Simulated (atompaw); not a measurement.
indium: one change to a PAW (atompaw) potential, before and after

- Element: In (Z = 49)
- Generator: atompaw 4.2.0.5
- Type: PAW
- Functional: PBE
- Relativity: scalar-relativistic
- Frozen core: [Kr]
- Valence charge: 13
- Reference configuration: 4d10 5s1 5p0 (charge +2)
- Partial waves: 5s (bound); 5s channel at 1.9 Ry; 5p (bound, empty); 5p channel at 2 Ry; 4d (bound); 4d channel at 0.05 Ry
- Local potential: troulliermartins scheme with l = 3 at 0 Ry, radius 2.10 bohr
- Core correction: smooth core density matched at 1.25 bohr
- Augmentation charge: besselshape compensation charge, radius 1.70 bohr; PAW radius 2.15 bohr; waves and projectors: bloechl

All-electron outer shells of the reference configuration (PBE, scalar-relativistic, ld1.x):

```json
{"shell": "4p", "level (eV)": "-96.19", "outermost node (bohr)": "0.42", "outermost maximum (bohr)": "0.82"}
{"shell": "4d", "level (eV)": "-36.53", "outermost node (bohr)": "0.40", "outermost maximum (bohr)": "0.94"}
{"shell": "5s", "level (eV)": "-23.67", "outermost node (bohr)": "1.02", "outermost maximum (bohr)": "2.06"}
{"shell": "5p", "level (eV)": "-16.22", "outermost node (bohr)": "1.13", "outermost maximum (bohr)": "2.45"}
```

Change: waves 5s (bound): rc 2.00 bohr; 5s channel at 1.9 Ry: rc 2.00 bohr; 5p (bound): rc 2.15 bohr; 5p channel at 2 Ry: rc 2.15 bohr; 4d (bound): rc 2.15 bohr; 4d channel at 0.05 Ry: rc 2.15 bohr; augmentation besselshape compensation charge, radius 1.70 bohr; PAW radius 2.15 bohr; waves and projectors: custom rrkj gramschmidtortho.

Cutoffs: the cutoffs (Ry, on a coarse ladder) from which the occupation-weighted sum of valence levels, in a spherical-Bessel basis at the reference potential, stays within 10 and 1 mRy of its value at 400 Ry; they do not see the model core or the augmentation charge, which bear on the density cutoff.

Question: What does the change do?

Answer: The potential gets softer (50 Ry and 90 Ry → 25 Ry and 40 Ry); the bound ghosts move from p, s to s; the range in which the p phases agree narrows (upper end at the end of the scan → -0.1).

```csv
quantity,base,changed
"cutoff, loose",50 Ry,25 Ry
"cutoff, tight",90 Ry,40 Ry
loose cutoff by channel (10 mRy a level),"s 18 Ry, d 45 Ry","s 8 Ry, d 21 Ry"
bound ghosts,"s, p",s
s: phases at 2.16 bohr within 0.05 rad from the reference energy up to (Ry; the scan ends near 5),to the end of the scan,to the end of the scan
p: phases at 2.16 bohr within 0.05 rad from the reference energy up to (Ry; the scan ends near 5),to the end of the scan,-0.1
d: phases at 2.16 bohr within 0.05 rad from the reference energy up to (Ry; the scan ends near 5),to the end of the scan,to the end of the scan
lowest overlap eigenvalue by channel,"s 0.33, p 0.06, d 0.92","s 0.58, p 0.53, d 0.78"
```

 A true bound ghost makes a file unfit for plane-wave use even where its test errors are small: the radial tests pick states by their node count and pass the ghost by. The cutoffs see the waves, projectors and local potential, not the compensation charge or the core.
